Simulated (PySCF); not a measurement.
C₃H₇FOSi.
SMILES: `C/C(F)=C/O[SiH3]`

Torsions of this conformer, `[CH3:1]/[C:2]([F:3])=[CH:4]/[O:5][SiH3:6]`: C2–C4–O5–Si6 -1°.

The closed-shell ground state was solved at several levels (PySCF, density fitting, gas phase, non-relativistic). Geometry: PBE0-D3(BJ)/def2-SVP, one conformer, isolated molecule.

| level | basis functions | HOMO (eV) | LUMO (eV) | gap (eV) | dipole (D) |
| --- | --- | --- | --- | --- | --- |
| wB97X-D/pcSseg-2 | 321 | -8.35 | 1.88 | 10.23 | 1.43 |
| PBE0/pcSseg-1 | 144 | -6.49 | 0.50 | 6.99 | 1.43 |

**Question.** What might CAM-B3LYP/def2-SVPD (186 basis functions) give for the same quantities?

**Answer.** HOMO -7.91 eV, LUMO 1.06 eV, gap 8.97 eV, dipole 1.45 D.

**Question.** Over all these levels, which gives the widest orbital gap and which the narrowest?

**Answer.** wB97X-D/pcSseg-2 (range-separated hybrid) has the widest, 10.23 eV, and PBE0/pcSseg-1 (global hybrid, 25 % exact exchange) the narrowest, 6.99 eV. Functional and basis both differ between the two, so the spread mixes both effects.

**Question.** How far do the dipole and the HOMO energy spread over the levels?

**Answer.** The dipole runs from 1.43 to 1.45 D (mean 1.44 D) and the HOMO from -8.35 to -6.49 eV.
